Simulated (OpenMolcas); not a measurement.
## Tl: the spin-orbit constant, thermal populations, worked from levels

```json
{"Program": "OpenMolcas 26.06", "Basis": "ANO-RCC-VQZP [9s8p6d4f3g]", "Scalar Hamiltonian": "DKH2, point nucleus", "Active space": "1 electron in 9 orbitals (RAS2 6p; RAS3 6d 7s, at most 1 electron)", "State averaging": "2S+1 = 2 odd, 3 roots; 2S+1 = 2 even, 6 roots", "Spin-orbit coupling": "state interaction with AMFI integrals over the reference wave functions, term energies averaged over their components"}
```

Methods: RASSCF; SS-RASPT2, IPEA 0.25 Eh, imaginary shift 0.1 Eh (closed shells correlated: 5d 6s). Measured levels: NIST Handbook of Basic Atomic Spectroscopic Data.

**The spin-orbit constant.** For the Hund term ²P° of p1, E(J) = (A/2) J(J+1) + constant and ζ = 2S·A = A. From J = 1/2 to J = 3/2 the energy changes by 1.5 A.

```tsv
Source	E(3/2) - E(1/2)	A	ζ
RASSCF	6436.8	4291.2	4291
SS-RASPT2	6436.8	4291.2	4291
measured	7792.7	5195.1	5195
```

All in cm-1. SS-RASPT2 is off by -17.4 % and RASSCF by -17.4 %. Both methods take the spin-orbit matrix elements from the reference wave functions, so the second can move ζ only through the term energies and any multistate remixing.

**Thermal populations.** Z = Σ (2J + 1) exp(-E/kT) with k = 0.695035 cm-1/K, over the levels below. No other level of either list lies under 26400 cm-1, which is above 7 kT at each temperature.

```
         Level  2J + 1  SS-RASPT2  measured
6s² 6p ²P°_1/2       2        0.0       0.0
6s² 6p ²P°_3/2       4       6440      7793
```

```json
{"T (K)": "3000", "Z, SS-RASPT2": "2.182", "Z, measured levels": "2.095", "Ground level (%), SS-RASPT2": "91.6", "Ground level (%), measured levels": "95.5"}
{"T (K)": "5000", "Z, SS-RASPT2": "2.627", "Z, measured levels": "2.425", "Ground level (%), SS-RASPT2": "76.1", "Ground level (%), measured levels": "82.5"}
```

At 5000 K, kT = 3475 cm-1, and the computed levels give Z = 2.000 + 0.627 = 2.627.

Spin-orbit splittings of 6p shells tend to come out small when the coupling is added on scalar orbitals. With one active electron the reference holds no correlation, so core polarisation is missing (holds for RASSCF). With one active electron, CASPT2 adds the correlation within the correlated inactive shells and between them and that electron, and leaves the splitting within a term as the reference gives it (holds for SS-RASPT2). Some terms miss by over 15 % even with CASPT2, which points to a basis or an active space too small for the shells correlated (holds for SS-RASPT2). Measured partners are found by configuration, term and J. A level has none where our copy of the source lacks it or the pairing is in doubt (some pairs that miss far off the trend of their configuration count as doubtful), and it then counts in no deviation. Only configurations of the active space appear.

° marks odd parity.
